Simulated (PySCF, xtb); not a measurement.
CsCl, SMILES [Cs][Cl].

Harmonic wavenumbers (cm⁻¹) from xtb with GFN2-xTB at its own minimum, in rising order: 139.

What does B3LYP-D3(BJ)/def2-TZVPD in PySCF give at its own minimum? (The exact figures need the calculation; the answer reports its results.)

202. Paired by order, the mean absolute difference is 63 cm⁻¹ and the zero-point energies are 0.2 and 0.3 kcal/mol.
